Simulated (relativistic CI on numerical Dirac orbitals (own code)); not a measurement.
## Pd⁴⁺: resonant inelastic scattering at the M2,3 edge

Computed with this model: Dirac-Coulomb-Breit CI, KLI orbitals optimised for each configuration, model QED, valence Slater integrals scaled by 0.7, Kramers-Heisenberg scattering through one core-hole configuration in a parametric crystal field; configurations [Kr] 4d6 → [Ne] 3s2 3p5 3d10 4s2 4p6 4d7; 300 K; core-hole width 2 eV; summed over polarisations. Incident energies are the highest absorption maxima for each field (at most a few, so the weaker spin-orbit partner edge can be absent), on the computed scale of the free ion. Intensities are in per cent of the strongest line above 0.02 eV; levels within 1 cm⁻¹ are merged; final levels count from the ground level, the first row holds all elastic scattering, lines under 0.4 are left out and each table stops after 24 rows. The scale of the Slater integrals is a model choice and moves the terms in proportion.

Field parameters in Wybourne normalisation: D3d B²₀ = −7Dσ, B⁴₀ = −14Dq − 21Dτ, B⁴₃ = −14√(10/7) Dq. The field is a parameter set, without covalency.

S is read from ⟨S²⟩ = S(S + 1).

D3d, 10Dq = 32600, Dσ = -1200, Dτ = -300 cm⁻¹:

```
Final level (eV)  Degeneracy  Irrep     S  541 eV  569.1 eV
           0.000           1     A1  0.06   425.6      38.9
           2.610           2      E  1.02     6.9       5.0
           2.617           2      E  1.02     7.8       1.4
           2.647           1     A2  1.03     7.9       0.3
           2.652           1     A1  1.02    12.7       7.0
           3.067           2      E  1.00    26.7       1.1
           3.145           1     A1  1.03    16.5      11.9
           3.334           2      E  0.78   100.0       0.7
           3.535           2      E  0.96    31.1      15.7
           3.569           1     A2  0.95    38.1       1.1
           3.644           2      E  0.70    33.6      24.4
           3.681           1     A1  1.04    12.2       7.4
           3.750           2      E  1.02    16.5      17.4
           3.760           1     A2  0.98     4.2       0.5
           3.986           1     A2  0.41    30.6      14.1
           4.321           2      E  1.94     0.5       0.2
           4.929           2      E  0.06    55.2       6.8
           5.100           1     A1  0.09    25.6       2.6
           7.232           2         0.45     1.0       0.1
           7.311           2         0.69     0.5       0.1
           7.318           1         0.56     0.4       0.1
           7.477           2         1.01     0.3       0.4
```

D3d, 10Dq = 32600, Dσ = -860, Dτ = -300 cm⁻¹:

| Final level (eV) | Degeneracy | Irrep | S | 541 eV | 569.2 eV |
| --- | --- | --- | --- | --- | --- |
| 0.000 | 1 | A1 | 0.06 | 439.5 | 41.3 |
| 2.648 | 2 | E | 1.02 | 7.5 | 5.3 |
| 2.656 | 2 | E | 1.02 | 7.1 | 0.8 |
| 2.693 | 1 | A1 | 1.02 | 11.3 | 6.1 |
| 2.695 | 1 | A2 | 1.03 | 8.7 | 0.2 |
| 3.035 | 2 | E | 1.01 | 23.3 | 1.0 |
| 3.115 | 1 | A1 | 1.03 | 18.7 | 13.5 |
| 3.334 | 2 | E | 0.81 | 100.0 | 0.6 |
| 3.521 | 2 | E | 0.98 | 31.7 | 16.2 |
| 3.541 | 1 | A2 | 0.94 | 39.4 | 1.0 |
| 3.654 | 1 | A1 | 1.04 | 12.6 | 7.4 |
| 3.656 | 2 | E | 0.68 | 44.1 | 23.5 |
| 3.736 | 2 | E | 0.96 | 16.9 | 20.9 |
| 3.742 | 1 | A2 | 0.97 | 5.2 | 0.5 |
| 3.946 | 1 | A2 | 0.40 | 31.4 | 15.3 |
| 4.910 | 2 | E | 0.06 | 55.7 | 6.9 |
| 5.073 | 1 | A1 | 1.92 | 1.3 | 0.1 |
| 5.089 | 1 | A1 | 0.24 | 25.3 | 2.8 |
| 7.225 | 2 |  | 0.81 | 0.8 | 0.1 |
| 7.306 | 2 |  | 0.81 | 0.4 | 0.0 |
| 7.353 | 2 |  | 0.72 | 0.5 | 0.1 |
| 7.934 | 1 |  | 0.11 | 0.5 | 0.0 |

For the first field the strongest loss at the lowest incident energy is the level at 3.33 eV (S = 0.78, against 0.06 in the thermal ground state). Levels of other spin, the first over 8 % at 2.65 eV, appear because spin-orbit coupling of the core hole, and in heavier ions of the valence shell too, mixes spins.
